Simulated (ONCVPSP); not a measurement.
# Configuration tests for V (Z = 23) (ONCV)

```json
{
 "Element": "vanadium (V)",
 "Generator": "ONCVPSP 4.0.1",
 "Type": "optimised norm-conserving Vanderbilt (ONCV)",
 "Functional": "PBE",
 "Relativity": "scalar-relativistic",
 "Frozen core": "[Ne]",
 "Valence charge": "13",
 "Reference configuration": "3s2 3p6 3d3 4s2",
 "Partial waves": "3s+4s: rc 2.16 bohr, ncon 4, nbas 8, qcut 8.5 1/bohr, 2 projectors; 3p: rc 1.92 bohr, ncon 4, nbas 9, qcut 6.9 1/bohr, 2 projectors, debl 2.4 Ha; 3d: rc 2.22 bohr, ncon 4, nbas 9, qcut 9.5 1/bohr, 3 projectors, debl 0.5 Ha",
 "Local potential": "polynomial inside 1.38 bohr (lpopt 5, dvloc0 4 Ha)",
 "Core correction": "none"
}
```

Energies are relative to the spin-unpolarised reference configuration 3s2 3p6 3d3 4s2; without spin polarisation the order of configurations can differ from experiment.

```tsv
valence configuration	charge	ΔE all-electron (eV)	error AE − PS (meV)
3s2 3p6 3d3 4s1	+1	7.735	+0.1
3s2 3p6 3d2 4s0	+3	50.928	+73
3s2 3p6 3d4 4s0	+1	7.197	+64
```

Question: What are ΔE and the potential's error for 3s2 3p6 3d3 4s0?

Answer: ΔE = 22.031 eV all-electron; the error (AE − PS) is -0.7 meV.

Levels in the configuration 3s2 3p6 3d2 4s0:

```tsv
level	all-electron (eV)	pseudo (eV)
3s	-103.793	-103.719
3p	-77.293	-77.133
3d	-36.955	-36.684
```
